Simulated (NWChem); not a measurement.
System: InNH3Br; SMILES [NH2][InH][Br]

```xyz
6

In    -0.3433     0.8151     0.0066
H     -1.9509     1.3560     0.1767
Br     0.1271    -1.6392    -0.0275
N      1.3650     1.8675    -0.0482
H      1.3855     2.8527    -0.2874
H      2.2323     1.4094    -0.3067
```
Atoms are numbered in this order, from 1.

Level: PBE0/def2-SVP with def2 effective core potentials on In (NWChem), optimised geometry, unscaled harmonic frequencies. This build's default masses of Se (78.918 u) and Br (79.917 u) are each other's, which moves their modes by up to 0.6 %. def2 effective core potentials on In; no spin-orbit coupling.

```
frequency (cm⁻¹)  IR intensity (km/mol)
----------------  ---------------------
109                                 3.0
227                               163.0
251                                51.5
313                                19.4
428                                11.4
454                               105.8
633                                31.9
732                                81.3
1507                               11.0
1866                              119.5
3603                               28.8
3718                               36.0
```

The zero-point energy is 19.8 kcal/mol, the thermal correction to the enthalpy at 298.15 K (with zero-point energy) comes out as 24.0 kcal/mol and the heat capacity Cv comes out as 17.7 cal/(mol K). The entropy at 298.15 K and 1 atm (symmetry number 1) is 79.8 cal/(mol K).

Rigid rotor and harmonic oscillator.
